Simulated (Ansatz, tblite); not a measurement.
Cost and result up the ladder for In(H2S)H3 (InH₅S) (7 atoms). Total charge 0; singlet. Geometry: r2SCAN-D4/def2-TZVP.

```tsv
atom	x (Å)	y (Å)	z (Å)
In1	-0.240	0.951	-0.734
S2	0.747	-1.398	0.540
H3	0.833	-0.831	1.756
H4	-0.473	-1.897	0.801
H5	1.285	1.759	-0.697
H6	-1.410	1.301	0.492
H7	-0.741	0.114	-2.158
```

Ansatz on 4 threads of Arm Neoverse V1 on a shared host; xTB runs through tblite on one thread. Times are rough, summed over both states, and most runs start from the orbitals of an earlier one. PBE0-D4/def2-TZVP serves as the yardstick here, not as an exact answer. The other state is a triplet.

In the def2 sets In takes a core potential; there is no spin–orbit coupling. The xTB rows come from tblite.

Run but left out: PBE-D4/def2-TZVP (triplet: an occupied level 0.12 eV above an empty one).

xTB has no spin-polarisation term.

```csv
level,functions,wall time
GFN2-xTB,23,0.007 s
GFN1-xTB,28,0.022 s
PBE0-D4/def2-TZVP,117,6.5 s
r2SCAN-D4/def2-TZVP,117,8.2 s
```

Q: Estimate what each level gives for the vertical triplet (eV).

A: 
| level | vertical triplet (eV) | difference from PBE0-D4/def2-TZVP (eV) |
| --- | --- | --- |
| GFN2-xTB | 5.66 | 0.22 |
| GFN1-xTB | 7.04 | 1.60 |
| PBE0-D4/def2-TZVP | 5.44 | 0.00 |
| r2SCAN-D4/def2-TZVP | 5.35 | -0.09 |
